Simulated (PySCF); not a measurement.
**Correlation energy of Rb (rubidium, neutral)**

Starting occupation: [Kr] 5s1, 5s1/2 with m_j = +1/2. Calculation: PySCF 2.14, in x2c-QZVPPall-2c (13s12p8d3f2g, 128 functions); X2C-1e with screened-nucleus spin-orbit coupling, Gaussian nucleus. Frozen: [Ar] 3d10; 9 electrons correlated; the 34 highest virtual spinors left out.

MP2 pair energies summed by pair of shells (mhartree):

```tsv
pair	energy	share (%)
4p3/2-4p3/2	-60.19	30.9
4p1/2-4p3/2	-58.55	30.0
4p3/2-4s1/2	-27.25	14.0
4p1/2-4p1/2	-15.27	7.8
4p1/2-4s1/2	-13.69	7.0
4p3/2-5s1/2	-8.13	4.2
4s1/2-4s1/2	-7.41	3.8
4p1/2-5s1/2	-3.81	2.0
4s1/2-5s1/2	-0.61	0.3
```

Total MP2 correlation energy: -194.91 mhartree.

This basis was not built for core-valence correlation, so the inner-shell part is incomplete.
